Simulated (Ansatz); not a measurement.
CdH2 (SMILES [CdH2]) moved off its minimum; all values from Ansatz (a program for electronic structure), cores frozen in correlated methods. Elements past Kr take the def2 small-core potentials, without spin–orbit coupling.
(charge 0, multiplicity 1)
```xyz
3

Cd     0.1429     0.0748     0.0291
H      0.0618     0.1206     1.7991
H      0.0187     0.0499    -1.7456
```

### Question
Give the forces (eV/Å), the total energy and the dipole at CCSD(T)/def2-TZVPPD.

### Answer

```
atom      Fx      Fy      Fz
----  ------  ------  ------
Cd1   -0.331   0.033  -0.049
H2     0.152  -0.036  -0.976
H3     0.179   0.003   1.025
```
Energy -168.4513 hartree, dipole 0.29 D.
